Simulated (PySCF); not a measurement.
# Mayer bond orders and bond lengths

C7H12O2.
SMILES with atom numbers: `[CH3:1][CH2:2]/[CH:3]=[C:4](/[CH3:5])[CH2:6][C:7](=[O:8])[OH:9]` (hydrogens: H10, H11, H12 on C1; H13, H14 on C2; H15 on C3; H16, H17, H18 on C5; H19, H20 on C6; H21 on O9)

Cartesian coordinates in Å at the GFN2-xTB level; atoms count from 1:
```
atom  x, y, z in Å
C1     2.743   -0.667   -0.396
C2     1.330   -0.583   -0.977
C3     0.640    0.667   -0.524
C4    -0.347    0.773    0.356
C5    -0.980    2.086    0.702
C6    -0.983   -0.412    1.054
C7    -2.146   -0.848    0.199
O8    -3.210   -0.294    0.130
O9    -1.850   -1.930   -0.535
H10    3.320    0.214   -0.670
H11    2.705   -0.726    0.689
H12    3.258   -1.547   -0.774
H13    1.398   -0.564   -2.068
H14    0.762   -1.469   -0.697
H15    1.036    1.576   -0.959
H16   -0.568    2.893    0.103
H17   -0.825    2.317    1.756
H18   -2.054    2.027    0.528
H19   -1.360   -0.097    2.027
H20   -0.285   -1.238    1.170
H21   -2.593   -2.161   -1.115
```

Bond orders from the PBE0/pcSseg-1 density (PySCF). Isolated species at its GFN2-xTB geometry (one conformer only).

**Question.** How far do the computed orders between heavy atoms stray from the drawn ones?

**Answer.** The largest departure is 0.132, at C7–O9 (drawn single, 1.132) and C3–C4 (drawn double, 1.870). Drawn single, order above 1.12: C7–O9 (1.132).

**Question.** Set the Mayer orders of the bonds between heavy atoms beside their lengths.

**Answer.** 
| bond | drawn as | length (Å) | Mayer order |
| --- | --- | --- | --- |
| C1–C2 | single | 1.530 | 1.039 |
| C2–C3 | single | 1.497 | 1.061 |
| C3–C4 | double | 1.327 | 1.870 |
| C4–C5 | single | 1.498 | 1.066 |
| C4–C6 | single | 1.515 | 1.041 |
| C6–C7 | single | 1.508 | 0.944 |
| C7–O8 | double | 1.202 | 1.958 |
| C7–O9 | single | 1.340 | 1.132 |

By pair of heavy elements: C–C: lowest C6–C7 (0.944, 1.508 Å), highest C3–C4 (1.870, 1.327 Å); in 2 of the 15 pairs the longer bond (by over 0.003 Å) has the higher order (by 0.02 or more). C–O: lowest C7–O9 (1.132, 1.340 Å), highest C7–O8 (1.958, 1.202 Å).

**Question.** And the bonds to hydrogen?

**Answer.** C–H: 0.93 to 0.97 (11 bonds); H–O: 0.93 (1 bond).

**Question.** Sum the orders of all bonds at each heavy atom with more than one neighbour and set the sums beside the valence in the SMILES.

**Answer.** C1 3.944 (drawn 4), C2 3.980 (drawn 4), C3 3.874 (drawn 4), C4 3.977 (drawn 4), C5 3.911 (drawn 4), C6 3.849 (drawn 4), C7 4.034 (drawn 4), O9 2.057 (drawn 2). Orders between atoms that aren't bonded are not in these sums.

Mayer orders depend on the basis set.
